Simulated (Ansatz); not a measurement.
```yaml
crystal:
  periodic: [false, false, false]
  atoms:
    - {symbol: Ni, position_ang: [-0.575794, 0.730938, 0.906483]}
    - {symbol: Ni, position_ang: [1.124070, 0.430978, -0.490117]}
    - {symbol: Al, position_ang: [-0.548275, -1.161916, -0.416356]}
basis:
  gaussian: {orbitals: ANO-RCC-VTZP, nuclear_model: gaussian}
total_charge: -1
hamiltonian: {xc: {name: PBE0}}
scf: {omitted_lower_state_checks: [starts]}
output: {forces: true}
```

```sh
$ ansatz run in.yaml --threads 4 --pin off --events-out ev --progress --plain --max-ram 3916MiB
```

It prints (some lines left out):

```
Functional definition: PBE0
1050 factors; integrals over basis functions are off by at most 7.3e-4 eV
mean field evaluation 1: about -89343.1648 eV, gradient 7.9e1 eV
mean field evaluation 2: about -89274.5917 eV, gradient 2.9e2 eV
mean field evaluation 4: about -89348.1381 eV, gradient 1.8e1 eV
mean field evaluation 8: about -89348.7343 eV, gradient 1.9e-1 eV
mean field evaluation 16: about -89348.8219 eV, gradient 7.0e-3 eV
mean field evaluation 32: about -89348.8219 eV, gradient 2.3e-5 eV
mean field -89348.82193592 eV, -3283.5086433382 hartree, gradient 2.3e-5 eV, S^2 0.000000; 0 other end points of the search recorded, 0 dependent functions left out
reference -89348.82197156 eV, -3283.5086446480 hartree; 35, 35 occupied and 117, 117 virtual orbitals, 1050 factors
Total energy: -89348.82197156 eV, -3283.5086446480 hartree
Relativity: scalar
Atom 0 at    -0.575794     0.730938     0.906483 Å, force     0.312729    -0.268187    -0.403628 eV/Å
Atom 1 at     1.124070     0.430978    -0.490117 Å, force    -0.502526    -0.129102     0.262893 eV/Å
Atom 2 at    -0.548275    -1.161916    -0.416356 Å, force     0.189797     0.397289     0.140735 eV/Å
Dipole moment:     0.195774     0.416036     0.149461 e Å
Checks for a lower state left out: starts
```

Run time 8.5 s (4 threads of Arm Neoverse V2 on a shared host).

DK, ANO-RCC and x2c sets are all-electron and run with scalar relativity unless a key says otherwise. The highest occupied level of an anion often lies above zero with these methods, and sets without diffuse functions describe the outer electron poorly. The restricted singlet is unstable towards broken spin symmetry at other levels; at RKS PBE0/ANO-RCC-VTZP this wasn't settled.

The dipole of an ion depends on the origin.
